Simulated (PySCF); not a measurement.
# Continuum solvent and chemical shifts

Atom-mapped SMILES (the numbers label the heavy atoms): `[CH3:1][N:2]([CH3:3])[C:4](=[O:5])[Si@@H:6]([NH2:7])[SiH3:8]`; H(Xn) means a hydrogen on atom n.

GIAO PBE0/pcSseg-1 in PySCF on one PBE0-D3(BJ)/def2-SVP conformer, non-relativistic, equivalent nuclei averaged. Solvents enter as an IEF-PCM continuum (cyclohexane with ε = 2.0, methanol with ε = 32.6) around the gas-phase geometry. Shifts are referred to TMS computed in the same medium.

Gas phase, δ in ppm: C4 180.6, C1/C3 33.0, Si6 -41.0, Si8 -107.3, H(Si6) 5.14, H(Si8) 3.48, H(C1)/H(C3) 3.22, H(N7) 0.62. Dipole moment 3.98 D.

Question: How does each δ change in the continuum?

Answer: 
```
      atoms                               environment  Δδ, cyclohexane  Δδ, methanol
         C4                           carbonyl carbon             +1.7          +4.2
      C1/C3                 methyl carbon bonded to N             +0.3          +0.7
        Si6             silicon bonded to C, N, Si, H             +0.9          +2.2
        Si8                 silicon bonded to Si, 3 H             +0.1          +0.1
     H(Si6)  hydrogen on a silicon bonded to C, N, Si            -0.06         -0.19
     H(Si8)        hydrogen on a silicon bonded to Si            -0.02         -0.04
H(C1)/H(C3)   hydrogen on a methyl carbon bonded to N            +0.03         +0.08
      H(N7)       hydrogen on a nitrogen bonded to Si            +0.22         +0.57
```

Changes are relative to the gas phase. The dipole moment becomes 4.51 D in cyclohexane, 5.47 D in methanol.

Question: Which of the listed nuclei move most (in ppm), and what does the model miss? (N and O are left out, as their reference compounds move with the solvent too.)

Answer: C4 (carbonyl carbon, +4.2 ppm) in methanol. A continuum only polarises the solute; specific hydrogen bonds, the anisotropy of aromatic solvents and changes of geometry or conformer are outside it.
